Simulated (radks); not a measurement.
Values are calculated unless marked as measured or tabulated.
Species: Mo XXXIII. Configuration: [Ne] (the NIST ground configuration).

Level of theory: non-relativistic Kohn-Sham, PBE, spin-polarised, spherical densities, point nucleus; relativity is left out, which matters for an element this heavy (a radial shooting solver on a logarithmic mesh with Libxc functionals).

Energy parts (eV):
| part | energy |
|---|---|
| total | -86395.683 |
| kinetic | 86383.999 |
| electron-nucleus | -181953.828 |
| Hartree | 11023.142 |
| exchange-correlation | -1848.997 |

Orbitals (lengths in bohr, moments of r in powers of bohr; r(max) is where P^2 peaks):
orbital,occ.,eigenvalue (eV),<r^2>,r(max),<1/r>
1s,2,-21107.51,0.001760,0.02400,41.51
2s,2,-4353.445,0.02828,0.1328,9.550
2p,6,-4165.654,0.02138,0.1043,9.515
3s,0,-1781.172,0.1558,0.3532,3.976
3p,0,-1718.881,0.1439,0.3344,3.929

The highest occupied level is 2p at -4165.7 eV. Summed over all electrons, <r^2> = 0.1883 bohr^2, which gives a Langevin (diamagnetic) susceptibility term of -0.149 x 10^-6 cm^3/mol. The electron density at the nucleus is 5.096e+04 e/bohr^3. Virial ratio -V/T = 2.00014. For comparison, the ionisation energy in NIST's Atomic Spectra Database is 4259 eV (semi-empirical). In exact Kohn-Sham theory the highest level is minus the ionisation energy, but local and semilocal functionals leave it too shallow, through self-interaction and a potential that decays too fast; potentials with the right tail come closer.
